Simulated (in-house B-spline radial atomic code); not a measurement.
## Ionising W VI (W5+) with different functionals

Computed with a B-spline radial code for spherical atoms: scalar-relativistic (spin-free X2C) Hamiltonian, Fermi nucleus of rms radius 5.3658 fm, spin-polarised at highest spin, spherical fractional occupations for the functionals, and exact exchange of hybrids averaged over the configuration. The ionisation energy is the difference of two self-consistent energies, [Xe] 4f14 5d1 → [Xe] 4f14, without Breit or QED terms; ε is the level of the shell that loses the electron (its least bound occupied spin orbital). There is no spin-orbit coupling in this Hamiltonian.

| method | rung | ΔSCF (eV) | -ε(5d) (eV) |
| --- | --- | --- | --- |
| PBE0 | global hybrid | 64.07 | 59.08 |
| B3LYP | global hybrid | ? | ? |
| TPSSh | global hybrid | 63.92 | 57.86 |
| M06-2X | global hybrid | ? | ? |
| BHandHLYP | global hybrid | 64.08 | 60.80 |
| r2SCAN0 | global hybrid | 63.79 | 58.95 |
| B97-1 | global hybrid | 63.94 | 58.60 |
| HSE06 | range-separated hybrid | 64.03 | 58.62 |
| wB97X | range-separated hybrid | 63.57 | 61.29 |
| CAM-B3LYP | range-separated hybrid | 64.24 | 60.68 |
| LC-wPBE | range-separated hybrid | 64.08 | 62.07 |

**Question.** What does M06-2X give?

**Answer.** ΔSCF 64.32 eV, and -ε(5d) = 61.29 eV.

**Question.** What does B3LYP give?

**Answer.** ΔSCF 64.22 eV, and -ε(5d) = 58.81 eV.

**Question.** Among the functionals, which spreads more, the ΔSCF values or the orbital energies?

**Answer.** The orbital energies: ΔSCF values span about 0.74 eV and the orbital energies 4.22 eV; here energy differences depend much less on the functional than eigenvalues do.

**Question.** How do they compare with the NIST value?

**Answer.** NIST lists 64.77 eV ± 0.04 (semi-empirical, ground level to ground level). Errors run from -1.20 to -0.45 eV; M06-2X is closest (-0.45 eV), but part of that can be cancellation, since the calculations leave out spin-orbit coupling, Breit-QED terms, multiplet and fine-structure energies.
